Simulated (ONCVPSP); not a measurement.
## silicon (Si), ONCV: configuration errors across variants

ONCVPSP 4.0.1 input, shortened (lines: element, Z, core and valence counts, functional; n l f; lmax; l rc ep ncon nbas qcut; lloc lpopt rc5 dvloc0; l nproj debl; icmod fcfact rcfact), PBE, scalar-relativistic:

```
  Si 14.00    1    4        4      upf
    1    0    2.00
    2    0    2.00
    2    1    6.00
    3    0    2.00
    3    1    1.00
    1
    0    1.05    0.00    4    7   11.70
    1    0.90    0.00    4    8   15.60
    4    4    0.75    3.00
    0    2    0.70
    1    2    2.40
    3    1.75    1.20
```

All-electron excitation energies from the reference (eV): (1) 2s2 2p6 3s2 3p2 -7.740; (2) 2s2 2p6 3s2 3p0 15.993; (3) 2s2 2p6 3s1 3p0 49.964; (4) 2s2 2p6 3s1 3p3 -0.926.

Errors AE − PS in meV (a dash: test not solved or not reliable):

```csv
change,(1),(2),(3),(4),bound ghosts,GHOST(+) flags above zero
base,+0.3,+0.9,-1.3,+0.5,none,none
"p: rc 0.62; local potential polynomial inside 0.62 bohr (lpopt 4, dvloc0 3 Ha)",+0.2,+0.6,-1.5,+0.5,none,none
"p: rc 0.68; local potential polynomial inside 0.68 bohr (lpopt 4, dvloc0 3 Ha)",+0.2,+0.7,-1.5,+0.5,none,none
p: rc 0.76,+0.2,+0.8,-1.4,+0.5,none,none
p: rc 0.86,+0.3,+0.8,-1.3,+0.5,none,none
p: rc 0.92,+0.3,+0.9,-1.3,+0.5,none,none
p: rc 1,+0.4,+0.9,-1.4,+0.6,none,none
p: rc 1.16,+0.5,+0.8,-2.0,+0.6,none,none
p: rc 1.24,+0.5,+0.8,-3.0,+0.6,none,none
p: rc 1.32,+0.6,+0.7,-4.5,+0.5,none,none
```

**Question.** Give the same row for: p: rc 1.06.

**Answer.** +0.4, +0.9, -1.6, +0.6; bound ghosts: none; GHOST(+) flags above zero: none.
